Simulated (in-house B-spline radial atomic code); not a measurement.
Spin-orbit splittings of orbital energies (j = l + 1/2 less j = l - 1/2) and ratios of mean radii (lower j over upper j) along the 31-electron series, configuration [Ar] 3d10 4s2 4p1. Computed with a B-spline radial code for spherical atoms: Dirac-Hartree-Fock, average of the configuration, finite nuclei.

| ion | Z | splitting of 2p (eV) | radius ratio of 2p | splitting of 3d (eV) | radius ratio of 3d | splitting of 4p (eV) | radius ratio of 4p |
| --- | --- | --- | --- | --- | --- | --- | --- |
| Ga | 31 | 27.992 | 0.98205 | 0.53687 | 0.99243 | 0.098205 | 0.98634 |
| Ge+ | 32 | ? | ? | ? | ? | ? | ? |
| As2+ | 33 | 36.95 | 0.9796 | 0.80072 | 0.99328 | 0.36705 | 0.98798 |
| Se3+ | 34 | ? | ? | ? | ? | ? | ? |
| Br4+ | 35 | 47.955 | 0.97699 | 1.1647 | 0.99338 | 0.76628 | 0.98768 |
| Kr5+ | 36 | 54.321 | 0.97563 | 1.3891 | 0.9933 | 1.0226 | 0.98736 |
| Rb6+ | 37 | 61.319 | 0.97423 | 1.6449 | 0.99317 | 1.3216 | 0.98698 |

Fill in the row of Ge+.

splitting of 2p (eV): 32.234; radius ratio of 2p: 0.98084; splitting of 3d (eV): 0.65701; radius ratio of 3d: 0.993; splitting of 4p (eV): 0.21783; radius ratio of 4p: 0.98776.

Fill in the row of Se3+.

splitting of 2p (eV): 42.178; radius ratio of 2p: 0.97831; splitting of 3d (eV): 0.96932; radius ratio of 3d: 0.99338; splitting of 4p (eV): 0.54887; radius ratio of 4p: 0.9879.

With what power of Z does the column «splitting of 4p (eV)» change over this range?

A fit of the logarithm of its size against log Z from Z = 31 to 37 has slope 14.15. An unscreened hydrogenic electron would give 4 at low Z; screening makes the apparent power larger near the neutral end, and relativity raises it again at high Z.
